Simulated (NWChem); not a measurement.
ZrH$_{4}$; SMILES [ZrH4]

```xyz
5

Zr     0.0000     0.0000     0.0000
H      1.5056    -1.0486     0.1844
H     -1.4813    -1.0803    -0.1977
H      0.1788     1.0760    -1.4869
H     -0.2031     1.0530     1.5002
```
Atoms are numbered in this order, from 1.

Results from NWChem. The geometry was optimised at PBE0/def2-SVP. def2 effective core potentials on Zr; no spin-orbit coupling. Vertical excitations in the gas phase; the lowest state need not have the same character in each row.

```json
[
 {"level": "PBE/def2-SVPD, full TDDFT", "lowest excitation, singlet (eV)": "3.67", "oscillator strength of that lowest state": "0.000", "lowest triplet (eV)": "3.34", "orbital gap (eV)": "3.71"},
 {"level": "B3LYP/def2-SVPD, full TDDFT", "lowest excitation, singlet (eV)": "3.94", "oscillator strength of that lowest state": "0.000", "lowest triplet (eV)": "3.63", "orbital gap (eV)": "5.61"},
 {"level": "CAM-B3LYP/def2-SVPD, full TDDFT", "lowest excitation, singlet (eV)": "4.12", "oscillator strength of that lowest state": "0.000", "lowest triplet (eV)": "3.76", "orbital gap (eV)": "8.68"},
 {"level": "PBE0/def2-SVPD, full TDDFT", "lowest excitation, singlet (eV)": "4.01", "oscillator strength of that lowest state": "0.000", "lowest triplet (eV)": "3.63", "orbital gap (eV)": "6.09"}
]
```
